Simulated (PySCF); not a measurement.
# NMR problem set

How the numbers were obtained: GIAO PBE0/pcSseg-1 shieldings, geometry: GFN2-xTB, in PySCF 2.14 (a single conformation, no solvent, relativity neglected, rapidly exchanging positions averaged).

References, each an isolated molecule treated in the same way: $^{1}$H and $^{13}$C against TMS. Splittings of carbon signals by F and P are missing where no couplings were computed. Where no couplings were computed, multiplicities follow the n + 1 count of equivalent neighbours, and m marks all less simple cases (inequivalent or close neighbours, rings, F or P nearby). Shifts are as computed. Against solution values, carbons near 30 ppm lie about +3 ppm off and those near 130 ppm about +5 ppm. Of 1211 compounds with measured shifts, 218 miss one by over three times the rms of a fit or turn the order of signals round; such compounds aren't used in these exercises. OH and NH positions are gas-phase values without hydrogen bonding to other molecules.

(1) C₆H₄FN₃. $^{1}$H NMR (500 MHz, computed): δ 11.40 (br s, 1H), 8.35 (d, 1H), 7.71 (m, 1H), 7.57 (m, 1H). $^{13}$C{$^{1}$H} NMR (computed): δ 156.6 (C), 153.2 (C), 129.0 (CH), 128.9 (C), 122.1 (CH), 117.7 (CH). Give a structure.

(2) C₈H₆FN. $^{1}$H NMR (600 MHz, computed): δ 7.95 (m, 1H), 7.67 (m, 1H), 7.56 (m, 1H), 7.46 (m, 1H), 3.71 (s, 2H). $^{13}$C{$^{1}$H} NMR (computed): δ 169.4 (C), 137.8 (CH), 135.6 (CH), 130.4 (CH), 125.6 (C), 123.2 (C), 121.8 (CH), 16.2 (CH2). What is it?

Answers

(1) `c1cc(F)c2c(c1)nn[nH]2`. Rings plus π bonds: 6 (2 rings in the answer). 6 carbon signals for 6 carbons: no two carbons are equivalent. Carbon types of the structure: 3 × C, 3 × CH, leaving 1 H on heteroatoms. δC 156.6: aromatic carbon bearing fluorine; σ withdrawal by the attached heteroatom moves it downfield of the ring CH carbons. δC 153.2, 128.9: ring-fusion aromatic carbon. δC 129.0, 122.1, 117.7: aromatic CH. δH 11.40: hydrogen on a pyrrole-type ring nitrogen; labile proton, position sensitive to the medium.

The shifts were computed for this structure.

(2) `C1(F)=CC=CC=C1CC#N`. The formula gives 6 degrees of unsaturation (1 ring in the answer). 8 carbon signals for 8 carbons: no two carbons are equivalent. Carbon types of the structure: 3 × C, 4 × CH, 1 × CH2, which accounts for all hydrogens. δC 169.4: aromatic carbon bearing fluorine; σ withdrawal by the attached heteroatom moves it downfield of the ring CH carbons. δC 137.8, 135.6, 130.4, 121.8: aromatic CH. δC 125.6: substituted aromatic carbon. δC 123.2: nitrile carbon; this is the usual window of a C≡N carbon, which has no attached hydrogen.

This is the structure that produced the data.
